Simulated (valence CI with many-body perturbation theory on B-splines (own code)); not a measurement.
# Ga¹⁶⁺: magnetic and hyperfine properties of the levels

Calculated by valence CI with perturbative core correlation (CI+MBPT): five valence electrons over a frozen Dirac-Fock core [Ne], a basis of 11 s, 11 p, 10 d, 8 f, 5 g, 2 h functions for each j, with the one-electron correlation potential Σ1 (screened to all orders), the two-electron term Σ2, the three-electron term Σ3, Breit, model QED; selected single and double excitations, second order for the rest, scaled by the run's own slope (own B-spline code, finite nucleus).

No measured levels were compared; by estimate levels of excited configurations hold to 0.05 to 0.15 % of their energy, terms of the ground configuration to about 0.5 %. Among the levels kept, up to 3300 cm⁻¹ of a level comes from second order outside the variational space, and about a tenth of that is noise between levels of different J, which matters for small intervals.

A/g_I is the dipole constant over the nuclear g factor μ/I (μ in nuclear magnetons, uniformly magnetised nucleus), B/Q the quadrupole constant per barn. Both hold the static response of the core; the bare values leave it out. Large factors of s and p1/2 electrons are usually good to 5 to 10 %; those of open d and f shells near neutrality can be off by tens of per cent, and small factors of p3/2, d and f electrons come from cancelling terms and can be off by a factor of two or in sign, in half-filled shells by more. B is blank for J = 1/2, where it vanishes, and for nearly pure S terms. Energies count from the lowest level.

Names give the largest LS component (configuration and term), which can be under half, so a name can repeat, a term be missing and a line seem to break the LS rules; names also repeat where a configuration has a term twice. Letters in brackets count levels of one name in rising energy.

```tsv
Level	E (cm⁻¹)	g	A/g_I (MHz)	A/g_I bare	B/Q (MHz/b)	B/Q bare
3s²3p³ ⁴S°_3/2	0	1.912	2560	3020	1740	1680
3s²3p³ ²D°_3/2	53235	0.970	7310	7100	15200	14700
3s²3p³ ²D°_5/2	67954	1.199	16400	15900	-61.0	-56.7
3s²3p³ ²P°_1/2	104970	0.664	46300	44200		
3s²3p³ ²P°_3/2	129100	1.249	9340	9180	-17100	-16400
3s3p⁴ ⁴P_5/2	383450	1.584	35000	33900	13000	12500
3s3p⁴ ⁴P_3/2	408320	1.713	28600	27800	-11600	-11200
3s3p⁴ ⁴P_1/2	416840	2.637	74600	72200		
3s3p⁴ ²D_3/2	475920	0.850	-6940	-6420	-19200	-18500
3s3p⁴ ²D_5/2	484180	1.214	38400	36800	-28400	-27400
3s²3p²3d ²P_3/2 [a]	540570	1.292	1210	1670	5180	5030
3s3p⁴ ²S_1/2 [a]	546530	1.261	54000	51500		
3s²3p²3d ⁴F_3/2	572710	0.473	5610	5500	-385	-175
3s²3p²3d ⁴F_5/2	582930	1.079	2890	3100	4580	4640
3s3p⁴ ²S_1/2 [b]	584470	1.346	85200	81200		
3s²3p²3d ⁴F_7/2	598820	1.247	3740	3940	2020	2230
3s²3p²3d ²F_5/2 [a]	600110	0.954	11900	11600	-3750	-3500
3s²3p²3d ²F_7/2 [a]	611460	1.256	6000	6120	7140	7010
3s²3p²3d ⁴D_1/2	613020	0.093	18500	17600		
3s²3p²3d ⁴D_3/2	614080	1.148	7850	7900	-6120	-5920
3s²3p²3d ⁴F_9/2	615250	1.314	6690	6750	-9400	-8730
3s²3p²3d ⁴D_5/2	625530	1.228	7320	7370	-4400	-4180
3s²3p²3d ⁴D_7/2	650020	1.277	5130	5260	5300	5220
3s²3p²3d ²G_7/2	678970	0.918	9690	9440	26100	25400
3s²3p²3d ²P_3/2 [b]	681340	1.275	-3400	-2770	4780	4650
3s²3p²3d ²G_9/2	689340	1.129	7050	7000	31500	30700
3s²3p²3d ⁴P_5/2	693670	1.557	2970	3380	1210	1210
3s²3p²3d ⁴P_3/2	702000	1.573	4710	5110	-1970	-1980
3s²3p²3d ⁴P_1/2	705270	2.043	37300	36200		
3s²3p²3d ²P_1/2 [a]	716890	1.243	-4660	-4310		
3s²3p²3d ²D_3/2 [a]	717390	0.970	6680	6710	3060	3050
3s²3p²3d ²D_5/2 [a]	739950	1.215	9280	9210	-6620	-6250
3s²3p²3d ²D_3/2 [b]	755800	0.854	7580	7350	-2080	-2080
3s²3p²3d ²D_5/2 [b]	761690	1.182	4340	4480	20500	19900
3s²3p²3d ²P_1/2 [b]	770400	0.851	-8130	-7680		
3s²3p²3d ²F_5/2 [b]	775550	0.973	5800	5780	5290	5260
3s²3p²3d ²F_7/2 [b]	790550	1.139	8080	8030	-3590	-3220
3s²3p²3d ²P_3/2 [c]	792970	1.293	3920	4210	-6010	-5790
3s²3p²3d ²S_1/2	796540	1.853	35500	34500		
3s²3p²3d ²D_3/2 [c]	828700	0.813	5580	5600	5780	5720
```

Problem. Take the isotope of mass number 69, with I = 3/2, μ = 2.01502 μN and Q = 0.171 b. What is the hyperfine structure of 3s3p⁴ ⁴P_5/2?

Solution. From the table A = 47000 MHz, B = 2230 MHz. Shifts from the centre of gravity in MHz: F = 1: -245000, F = 2: -153000, F = 3: -13000, F = 4: 177000.
